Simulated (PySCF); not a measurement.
SeF4, SMILES F[Se](F)(F)F. Atoms are numbered in the order given.

```xyz
5

Se     0.0000     0.0000    -0.3265
F      0.0000     1.7822    -0.1627
F      1.3241     0.0000     0.7794
F      0.0000    -1.7822    -0.1627
F     -1.3241     0.0000     0.7794
```

Geometry optimised at TPSSh-D3(BJ)/def2-SVP. The isomer is the one that the SMILES or the coordinates give; other isomers of the formula were not compared.

Method: TPSSh-D3(BJ)/def2-SVP (PySCF).

Frequencies are harmonic and unscaled.

| mode | ν (cm⁻¹) | IR (km/mol) | Raman (Å⁴/amu) | depolarisation | moving atoms (share of kinetic energy) |
|---|---|---|---|---|---|
| 1 | 157 | 0.5 | 0.5 | 0.73 | F 100 % |
| 2 | 231 | 12.0 | 0.0 | – | F 81 %, Se 19 % |
| 3 | 341 | 0.0 | 1.7 | 0.75 | F 100 % |
| 4 | 344 | 27.6 | 1.0 | 0.50 | F 71 %, Se 29 % |
| 5 | 379 | 13.0 | 1.2 | 0.75 | F 90 %, Se 10 % |
| 6 | 586 | 1.5 | 9.7 | 0.53 | F 100 % |
| 7 | 670 | 277.6 | 0.8 | 0.75 | F 66 %, Se 34 % |
| 8 | 710 | 89.3 | 5.1 | 0.75 | F 78 %, Se 22 % |
| 9 | 723 | 51.0 | 13.1 | 0.00 | F 81 %, Se 19 % |
